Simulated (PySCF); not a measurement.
Input of a response calculation (the driver script's job line, then coordinates in Å):

```
{"job": {"kind": "uv", "xc": "CAM-B3LYP", "basis": "def2-SVPD", "nstates": 8, "ntriplets": 3}, "charge": 0, "multiplicity": 1}
C     -1.703301     0.153708    -0.230103
C     -1.131421    -0.416273     1.061638
Si     0.621835     0.235934     1.417356
Ge     1.953929    -0.036974    -0.486671
H     -1.772082     1.238521    -0.175732
H     -2.699757    -0.240226    -0.424431
H     -1.065922    -0.105105    -1.077181
H     -1.795318    -0.170097     1.891427
H     -1.112346    -1.505835     0.991546
H      1.179717    -0.488922     2.564879
H      0.547125     1.659885     1.768888
H      1.823769    -1.353229    -1.199692
H      1.721078     0.956303    -1.589179
H      3.432016     0.071837    -0.254885
```

Method used: TDDFT CAM-B3LYP/def2-SVPD, vertical, gas phase, core orbitals frozen in the response (PySCF 2.14.0, density-fitted response routines). Job line and output are in the format of a driver script around the code.

Question: What does the script print for it?

Answer: 
```
coarse grid: 48912 points
cycle   1  E = -2448.3506081445  dE = -5.574e-01  |g| = 4.321e-01  |ddm| = 4.377e+00
cycle   2  E = -2448.3578500686  dE = -7.242e-03  |g| = 4.096e-01  |ddm| = 7.757e-01
cycle   3  E = -2448.3804701537  dE = -2.262e-02  |g| = 2.196e-02  |ddm| = 4.071e-01
cycle   4  E = -2448.3805964879  dE = -1.263e-04  |g| = 8.336e-03  |ddm| = 6.650e-02
cycle   5  E = -2448.3806178054  dE = -2.132e-05  |g| = 1.661e-03  |ddm| = 1.757e-02
cycle   6  E = -2448.3806185554  dE = -7.500e-07  |g| = 4.367e-04  |ddm| = 3.542e-03
final grid: 101104 points
cycle   7  E = -2448.3805995893  dE = -7.286e-08  |g| = 4.000e-04  |ddm| = 4.825e-03
cycle   8  E = -2448.3805995957  dE = -6.447e-09  |g| = 3.742e-04  |ddm| = 1.126e-03
cycle   9  E = -2448.3805996296  dE = -3.393e-08  |g| = 1.900e-05  |ddm| = 4.683e-04
cycle  10  E = -2448.3805996298  dE = -1.355e-10  |g| = 8.226e-06  |ddm| = 5.264e-05
converged SCF energy = -2448.3805996298

Static polarisability (au): isotropic 85.364, principal 74.287 84.660 97.145

Singlet excitations
state   eV       nm        f      main configurations
  1   7.3931    167.7   0.03596   H->L+1 0.56, H->L 0.23, H->L+3 0.09
  2   7.6503    162.1   0.05050   H->L+2 0.44, H->L 0.24, H->L+3 0.16
  3   7.7744    159.5   0.14384   H->L 0.31, H->L+1 0.27, H->L+3 0.18
  4   7.8637    157.7   0.00140   H-1->L+1 0.44, H-1->L 0.27, H->L 0.13
  5   8.1900    151.4   0.15620   H->L+3 0.34, H-1->L+1 0.26, H->L+2 0.20
  6   8.2861    149.6   0.03628   H-1->L+3 0.21, H-1->L+2 0.20, H-1->L 0.12
  7   8.3517    148.5   0.11856   H-1->L 0.32, H-2->L 0.17, H-1->L+1 0.11
  8   8.4491    146.7   0.09954   H-2->L 0.51, H-1->L+2 0.26

Triplet excitations (Tamm-Dancoff, eV): 6.6319 6.8521 7.1585
```

Geometry: GFN2-xTB, one conformer, isolated molecule. Relativistic effects, spin–orbit coupling among them, are left out although an element past zinc is present.

The SCF starts on a coarse grid; the energy jumps when the final grid takes over, and dE counts afresh there. H and L stand for HOMO and LUMO.

Shape of the structure used: `[CH3:1][CH2:2][SiH2:3][GeH3:4]`: C1–C2–Si3–Ge4 -50°.
